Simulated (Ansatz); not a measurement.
Geometry optimisation, RKS PBE-D4/def2-SVP in Ansatz 0.2.0.

Input file:

```yaml
crystal:
  periodic: [false, false, false]
  atoms:
    - { symbol: C, position_ang: [-0.1867, 1.869, 0.1899] }
    - { symbol: C, position_ang: [0.0235, 0.7009, 0.582] }
    - { symbol: "N", position_ang: [0.2502, -0.474, 0.9638] }
    - { symbol: Al, position_ang: [0.2797, -1.9244, -0.2563] }
    - { symbol: H, position_ang: [-0.495, 2.0856, -0.8734] }
    - { symbol: H, position_ang: [-0.1912, 2.7548, 0.8744] }
    - { symbol: H, position_ang: [0.41441, -1.075, 1.79652] }
    - { symbol: H, position_ang: [0.5662, -3.4006, 0.2393] }
basis:
  gaussian: { orbitals: def2-SVP }
hamiltonian:
  xc: pbe
  dispersion: d4
relax:
  f_tol: 0.02
  max_steps: 50
```

Run as:

```bash
$ ansatz run input.yaml --threads 1 --pin off --max-ram 2048MiB --backend cpu --events-out ev --progress --plain --runs-dir out
```

**Question.** Where does it end, and by what steps?

**Answer.** It converged. After 18 steps the energy has fallen by 1.832 eV; H8 moved furthest, 1.21 Å.

```
step  energy less start (eV)  largest force component (eV/Å)  accepted
   0                  0.0000                           4.302       yes
   1                 -0.7316                           2.509       yes
   2                 -1.1698                           1.250       yes
   3                 -1.4134                           1.197       yes
   4                 -1.5695                           0.988       yes
   5                 -1.6765                           0.709       yes
   6                 -1.7268                           0.589       yes
   7                 -1.7700                           0.257       yes
   8                 -1.7720                           0.551       yes
   9                 -1.8020                           0.300       yes
  10                 -1.8082                           0.257       yes
  11                 -1.8246                           0.194       yes
  12                 -1.8268                           0.171       yes
  13                 -1.8292                           0.143       yes
  14                 -1.8312                           0.100       yes
  15                 -1.8315                           0.085       yes
  16                 -1.8320                           0.071       yes
  17                 -1.8320                           0.045       yes
  18                 -1.8322                           0.016       yes
```

```xyz
8
Properties=species:S:1:pos:R:3
C -0.118 1.868 0.300
C -0.150 0.578 0.551
N -0.147 -0.675 0.627
Al 0.613 -2.280 -0.601
H -0.849 2.319 -0.394
H 0.617 2.527 0.790
H -0.687 -1.075 1.415
H 1.383 -2.727 0.828
```

Whether the end is a true minimum wasn't checked by a vibrational analysis.

The run took 76 s on 1 thread of Arm Neoverse N1, on a shared host, peak memory 0.15 GiB.
